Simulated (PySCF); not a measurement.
Record of a relaxation.

CH₅F₃GaN.
Atom-mapped SMILES: `[NH3+:1][GaH2-:2][C:3]([F:4])([F:5])[F:6]` (hydrogens: H7, H8, H9 on N1; H10, H11 on Ga2)

Method: PBE0-D3(BJ)/def2-SVP geometry optimisation, gas phase in PySCF 2.14.0; density fitting, grid level 1; the optimiser is geomeTRIC in internal coordinates, started from a GFN2-xTB structure with every atom displaced at random (about 0.01 Å). The frame can shift and turn from step to step; on so coarse a grid that alone can change the energy by a few meV, and forces under 0.02 eV/Å are noise.

Step 0: E = -63105.0793 eV, largest atomic force 3.343 eV/Å
```
atom  x, y, z in Å  |  force x, y, z in eV/Å
N1      1.444   -0.317   -0.293   -0.392   1.003  -0.612
Ga2    -0.058    1.041    0.467   -0.299   0.131   0.339
C3     -1.575   -0.261    0.057    3.156  -0.848  -0.705
F4     -2.846   -0.321    0.184   -1.751   0.381   0.294
F5     -1.286   -0.528   -1.284   -0.495  -0.072   0.118
F6     -1.063   -1.388    0.698   -0.386  -0.139  -0.010
H7      2.388    0.061   -0.241    0.031  -0.017   0.142
H8      1.238   -0.489   -1.285   -0.049  -0.167   0.362
H9      1.385   -1.173    0.229   -0.026  -0.658   0.210
H10     0.350    1.129    1.967    0.101  -0.008   0.223
H11     0.061    2.219   -0.515    0.109   0.394  -0.360
```

Step 1: E = -63105.3690 eV, largest atomic force 1.163 eV/Å
```
atom  x, y, z in Å  |  force x, y, z in eV/Å
N1      1.405   -0.287   -0.281   -0.049   0.349   0.001
Ga2    -0.046    1.080    0.483   -0.234  -0.041  -0.148
C3     -1.453   -0.324   -0.011    0.283  -1.089  -0.293
F4     -2.761   -0.230    0.214    0.030   0.399   0.162
F5     -1.340   -0.713   -1.323    0.054   0.507  -0.004
F6     -1.044   -1.466    0.648   -0.093   0.084   0.294
H7      2.360    0.061   -0.225    0.052  -0.057   0.057
H8      1.190   -0.459   -1.265   -0.055  -0.136   0.069
H9      1.330   -1.165    0.233   -0.014  -0.027  -0.085
H10     0.325    1.178    2.002   -0.016  -0.057   0.040
H11     0.072    2.300   -0.489    0.041   0.068  -0.093
```

Step 2: E = -63105.2903 eV, largest atomic force 1.529 eV/Å
```
atom  x, y, z in Å  |  force x, y, z in eV/Å
N1      1.391   -0.289   -0.285    0.060   0.182   0.001
Ga2    -0.063    1.063    0.461   -0.224   0.137   0.371
C3     -1.451   -0.365    0.035    1.104   0.884   0.582
F4     -2.762   -0.224    0.210    0.228  -0.331  -0.231
F5     -1.200   -0.535   -1.301   -0.729  -0.933  -0.099
F6     -1.059   -1.520    0.683   -0.565   0.167  -0.728
H7      2.348    0.058   -0.240    0.013  -0.055   0.029
H8      1.166   -0.496   -1.259   -0.018  -0.028   0.017
H9      1.323   -1.161    0.241    0.021  -0.029   0.000
H10     0.304    1.172    1.982    0.120   0.048   0.070
H11     0.041    2.270   -0.541   -0.009  -0.041  -0.011
```

Step 3: E = -63105.3821 eV, largest atomic force 0.891 eV/Å
```
atom  x, y, z in Å  |  force x, y, z in eV/Å
N1      1.398   -0.287   -0.284    0.025   0.259   0.001
Ga2    -0.057    1.068    0.471   -0.230   0.069   0.081
C3     -1.453   -0.347    0.007    0.840   0.037   0.294
F4     -2.760   -0.220    0.223    0.139  -0.025  -0.224
F5     -1.263   -0.626   -1.321   -0.477  -0.247   0.139
F6     -1.056   -1.490    0.672   -0.341   0.085  -0.338
H7      2.354    0.061   -0.232    0.020  -0.058   0.044
H8      1.180   -0.476   -1.263   -0.043  -0.083   0.031
H9      1.328   -1.163    0.234    0.001  -0.035  -0.034
H10     0.312    1.171    1.992    0.045  -0.008   0.048
H11     0.055    2.283   -0.516    0.019   0.004  -0.041
```

Step 4: E = -63105.4094 eV, largest atomic force 0.647 eV/Å
```
atom  x, y, z in Å  |  force x, y, z in eV/Å
N1      1.406   -0.281   -0.282    0.018   0.231   0.004
Ga2    -0.054    1.067    0.472   -0.198   0.053   0.008
C3     -1.449   -0.345    0.000    0.578  -0.283   0.065
F4     -2.751   -0.202    0.226   -0.015   0.109  -0.045
F5     -1.306   -0.662   -1.324   -0.194  -0.016   0.089
F6     -1.069   -1.493    0.663   -0.203   0.087  -0.145
H7      2.362    0.068   -0.225    0.015  -0.055   0.034
H8      1.192   -0.469   -1.262   -0.036  -0.078   0.015
H9      1.336   -1.159    0.233   -0.001  -0.035  -0.026
H10     0.312    1.165    1.994    0.021  -0.012   0.027
H11     0.061    2.285   -0.513    0.015  -0.001  -0.026
```

Step 5: E = -63105.4297 eV, largest atomic force 0.392 eV/Å
```
atom  x, y, z in Å  |  force x, y, z in eV/Å
N1      1.416   -0.266   -0.273    0.044   0.053   0.000
Ga2    -0.059    1.058    0.470   -0.075   0.083  -0.015
C3     -1.436   -0.358   -0.011    0.280  -0.273   0.034
F4     -2.727   -0.154    0.231   -0.200   0.119   0.038
F5     -1.341   -0.688   -1.333    0.001   0.036   0.003
F6     -1.105   -1.515    0.648   -0.049   0.064  -0.061
H7      2.373    0.080   -0.210    0.005  -0.035  -0.006
H8      1.206   -0.466   -1.252    0.006  -0.010  -0.014
H9      1.350   -1.147    0.237    0.005  -0.018   0.018
H10     0.303    1.154    1.996   -0.008  -0.002  -0.011
H11     0.058    2.276   -0.519   -0.008  -0.017   0.015
```

Step 6: E = -63105.4348 eV, largest atomic force 0.206 eV/Å
```
atom  x, y, z in Å  |  force x, y, z in eV/Å
N1      1.432   -0.257   -0.267    0.004  -0.031   0.003
Ga2    -0.066    1.053    0.467   -0.026   0.023   0.005
C3     -1.436   -0.370   -0.013    0.158  -0.131  -0.019
F4     -2.725   -0.128    0.227   -0.141   0.043   0.063
F5     -1.351   -0.690   -1.336    0.030   0.021  -0.062
F6     -1.136   -1.537    0.634   -0.031   0.067   0.007
H7      2.388    0.089   -0.201    0.007  -0.005  -0.010
H8      1.228   -0.468   -1.245    0.013   0.014  -0.005
H9      1.371   -1.139    0.246    0.004   0.008   0.013
H10     0.289    1.153    1.995   -0.003   0.004  -0.005
H11     0.044    2.269   -0.524   -0.015  -0.011   0.009
```

Step 7: E = -63105.4360 eV, largest atomic force 0.067 eV/Å
```
atom  x, y, z in Å  |  force x, y, z in eV/Å
N1      1.441   -0.253   -0.260   -0.002  -0.042   0.006
Ga2    -0.073    1.049    0.467    0.014   0.003  -0.004
C3     -1.435   -0.377   -0.021    0.044  -0.015   0.010
F4     -2.724   -0.119    0.223   -0.064   0.013  -0.013
F5     -1.351   -0.692   -1.346    0.003   0.003   0.018
F6     -1.153   -1.544    0.627    0.012   0.004  -0.013
H7      2.397    0.096   -0.193    0.001   0.008  -0.004
H8      1.243   -0.468   -1.238    0.007   0.014   0.000
H9      1.384   -1.134    0.254    0.002   0.011   0.006
H10     0.279    1.154    1.995   -0.007  -0.002  -0.005
H11     0.030    2.263   -0.524   -0.009   0.003  -0.001
```

Step 8: E = -63105.4362 eV, largest atomic force under 0.02 eV/Å
```
atom  x, y, z in Å  |  force x, y, z in eV/Å
N1      1.444   -0.253   -0.256   -0.004  -0.015   0.004
Ga2    -0.076    1.048    0.467    0.012  -0.002   0.004
C3     -1.435   -0.379   -0.023    0.002   0.014  -0.013
F4     -2.727   -0.121    0.213   -0.008  -0.009  -0.001
F5     -1.344   -0.692   -1.347    0.006  -0.006  -0.002
F6     -1.155   -1.546    0.624   -0.002   0.001   0.003
H7      2.399    0.099   -0.188   -0.002   0.008   0.003
H8      1.249   -0.468   -1.235    0.001   0.004   0.003
H9      1.388   -1.132    0.260    0.001   0.005   0.001
H10     0.272    1.156    1.995   -0.001  -0.001   0.001
H11     0.024    2.262   -0.526   -0.005   0.002  -0.003
```

Problem. Summarise the path.

Solution. The energy falls by 8.23 kcal/mol from step 0 to step 8; nine tenths of that is first reached at step 4. It rises by more than 0.2 meV at step 2. The largest force goes from 3.343 to under 0.02 eV/Å. Among the bonds C3–F4 changes most, from 1.280 to 1.339 Å; the atoms move by 0.128 Å rms after alignment.

What follows is the cost of the whole optimisation. On Arm Neoverse V1, one thread, no GPU, shared host with 32 logical CPUs at a one-minute load of 18, this took 75 s of wall time and 0.53 GiB of memory at its peak.
